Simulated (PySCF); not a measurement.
Constitutional and geometric isomers with formula C3H4S. Isolated molecules, 0 K electronic values unless said otherwise. One relaxed conformer stands for each flexible species; it need not be the lowest. Strings in code marks are SMILES. All members: neutral, multiplicity 1. Level: M06-2X/def2-TZVP // PBE0-D3(BJ)/def2-TZVP (PySCF). Delta-SCF ions had no search for a lower state.  The removal energy is E(N − 1 electrons) − E(N electrons) at the parent's geometry; ε(HOMO) is measured against the vacuum level.

| species | −ε(HOMO) (eV) | vertical ionisation energy (Delta-SCF) (eV) |
|---|---|---|
| `S=C1CC1` | 7.37 | 8.58 |
| `C=C=CS` (C–C–S–H torsion 0°) | 7.54 | 8.70 |
| `SC1=CC1` (H–S–C–C torsion 180°) | 7.56 | 8.74 |
| `CC#CS` | 7.62 | withheld |
| `SC1C=C1` (H–S–C–C torsion 152°) | 7.81 | 9.09 |
| `C#CCS` (C–C–S–H torsion 58°) | 8.28 | 9.55 |

**Question.** Fit vertical ionisation energy (Delta-SCF) = a + b·x to the 5 complete rows by least squares, with x = −ε(HOMO) in eV. Give a, b and the rms residual, and predict the withheld value.

**Answer.** Means of the 5 rows: x̄ = 7.712, ȳ = 8.932 eV. Σ(x − x̄)² = 0.50188 and Σ(x − x̄)(y − ȳ) = 0.55598, so b = 1.108 and a = ȳ − b·x̄ = 0.387 eV. The rms residual is 0.033 eV. At x = 7.62 the line gives 8.83 eV. The run for `CC#CS` gave 8.86 eV, so the line is off by 0.03 eV, within twice the rms residual.

Codes: PySCF.
